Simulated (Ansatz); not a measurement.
`ClC1(Br)O[SiH2]1` + HCl → `ClC1(Cl)O[SiH2]1` + HBr  (substitution at a C–Br bond)

Isolated molecules relaxed with PBE0-D4/def2-TZVP in Ansatz; ΔE leaves out vibrations. CBS: MP2 limit from def2 TZ/QZ plus the TZ coupled-cluster correction, frozen cores. This one scheme is used for every species. Functionals use def2-TZVPP. For Br outer-core shells are correlated without core-valence functions, which leaves a few kJ/mol of doubt a bond. Scalar relativity is left out up to krypton.

`ClC1(Br)O[SiH2]1`:

```xyz
7

Cl    0.983    1.425    1.545
C    -0.152    0.646    0.461
Br   -1.658    1.794    0.078
O    -0.529   -0.646    0.869
Si    0.279   -0.752   -0.609
H     1.622   -1.362   -0.565
H    -0.545   -1.105   -1.779
```

HCl:

Z-matrix (Å, degrees):
```
Cl
H 1 1.279
```

`ClC1(Cl)O[SiH2]1`:

```xyz
7

Cl   -1.025    0.958    1.840
C    -0.727    0.299    0.239
Cl   -2.002    0.755   -0.881
O    -0.455   -1.084    0.244
Si    0.910   -0.263   -0.307
H     2.070   -0.245    0.604
H     1.229   -0.420   -1.739
```

HBr:

```xyz
2

Br   -0.017    0.664    0.250
H     0.017   -0.664   -0.250
```

(1) Is it downhill or uphill in electronic energy at CCSD(T)/CBS, and by how much? (Estimate.)

(2) What do these levels give: BLYP-D4, B97M-V, r2SCAN0-D4, B2PLYP, PBE, PBE0, r2SCAN0, CAM-B3LYP, CCSD/def2-SVP, MP2/def2-TZVPP, CCSD/def2-TZVPP, HF/CBS(def2)? (Estimate.)

Largest T1 diagnostic among the species: 0.014.

Results:

(1) The calculation gave: Uphill: ΔE = +6.1 kJ/mol.

(2) Ansatz gave: BLYP-D4 5.7, B97M-V 3.2, r2SCAN0-D4 2.8, B2PLYP 4.9, PBE 3.2, PBE0 2.4, r2SCAN0 2.5, CAM-B3LYP 0.7, CCSD/def2-SVP -3.3, MP2/def2-TZVPP 9.7, CCSD/def2-TZVPP 6.3, HF/CBS(def2) -0.5 kJ/mol.

At CCSD(T), def2-SVP lies −8.7 kJ/mol from the extrapolated value and def2-TZVPP +1.0 kJ/mol. Leaving LDA and LC-ωPBE aside and taking each functional with its dispersion term where it has one, the values, not all of them listed here, spread over 3.8 kJ/mol, from CAM-B3LYP-D4 to BLYP-D4. In def2-TZVPP, CCSD(T) changes the Hartree–Fock value by +7.2 kJ/mol (the triples alone add +0.8 kJ/mol) and MP2 by +9.9 kJ/mol.
